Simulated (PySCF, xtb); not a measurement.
C3H7NOSi, SMILES C(O[SiH3])CC#N. The values are those of a single conformer.

Harmonic wavenumbers (cm⁻¹) from GFN2-xTB (xtb) at its own minimum, in rising order: 36, 70, 100, 170, 216, 318, 388, 510, 599, 633, 741, 794, 795, 825, 838, 993, 1020, 1056, 1151, 1152, 1255, 1262, 1354, 1425, 1488, 2224, 2255, 2363, 2415, 2889, 2915, 2963, 2974.

### Question
What does r2SCAN-D4/def2-SVP in PySCF give at its own minimum? (Estimate from the structure and the level; the computed values follow.)

### Answer
45, 87, 99, 148, 213, 331, 390, 520, 710, 733, 790, 812, 932, 950, 974, 980, 1066, 1071, 1158, 1217, 1281, 1305, 1413, 1437, 1497, 2213, 2214, 2273, 2361, 2989, 3042, 3056, 3117. Paired by order, the mean absolute difference is 52 cm⁻¹ and the zero-point energies are 57.4 and 59.2 kcal/mol.
